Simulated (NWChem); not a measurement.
Molecule: Si$_{2}$H$_{5}$O$_{2}$F; SMILES [Si@@H](O)([SiH2]O)F

```xyz
10

O      0.7559    -2.3482    -0.1493
Si    -0.5412    -1.3565     0.2151
Si     0.0186     0.8395    -0.3804
O     -1.0232     1.8754     0.3811
F      1.5434     1.0682     0.1695
H      1.6114    -2.0503     0.1759
H     -0.8986    -1.3852     1.6696
H     -1.6967    -1.8647    -0.5751
H      0.0913     1.1390    -1.8427
H     -0.9992     2.8057     0.1358
```
Atoms are numbered in this order, from 1.

All runs: NWChem. Geometry: optimised at PBE0/def2-SVP. Level: PBE0/def2-SVP with SMD (1 M gas to 1 M solution), gas-phase geometry. Reactions with the solvent are ignored.

**Question.** What does the run give for solvent water? Quantities: solvation free energy (kcal/mol); cavity-dispersion-structure term (kcal/mol); dipole in solution (D).

**Answer.** 
| Quantity | Result |
|---|---|
| solvation free energy (kcal/mol) | -7.3 |
| cavity-dispersion-structure term (kcal/mol) | 3.7 |
| dipole in solution (D) | 2.19 |
